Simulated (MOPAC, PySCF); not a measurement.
C$_{2}$H$_{4}$BN, SMILES `B(=N)C=C`, neutral singlet in the gas phase. 

Cartesian coordinates (Å):
SMILES: C=CB=N
```xyz
8

C     -1.3636     0.5121    -0.3082
C     -0.5507    -0.4356     0.1429
B      0.9613    -0.2886     0.1871
N      2.1893    -0.1777     0.2264
H     -0.9888     1.4590    -0.6762
H     -2.4381     0.3778    -0.3272
H     -0.9846    -1.3643     0.4993
H      3.1751    -0.0827     0.2558
```
Charge 0, multiplicity 1.

All levels are single points at this geometry (CAM-B3LYP-D3(BJ)/def2-TZVP); Pople sets use spherical d functions. Orbital energies aren't observables, and empty levels follow the basis.

PM7 in MOPAC gives gap (eV) = 10.18.

Q: Estimate the gap (eV) from each of these levels: CAM-B3LYP-D3(BJ)/def2-TZVP in PySCF; TPSSh-D3(BJ)/def2-TZVP in PySCF; B3LYP/6-311+G** in PySCF; SVWN5/6-31G* in PySCF; HF/STO-3G in PySCF.

A: 
```
level                                gap (eV)
-----------------------------------  --------
CAM-B3LYP-D3(BJ)/def2-TZVP in PySCF      9.20
TPSSh-D3(BJ)/def2-TZVP in PySCF          5.61
B3LYP/6-311+G** in PySCF                 6.24
SVWN5/6-31G* in PySCF                    4.62
HF/STO-3G in PySCF                      15.44
```
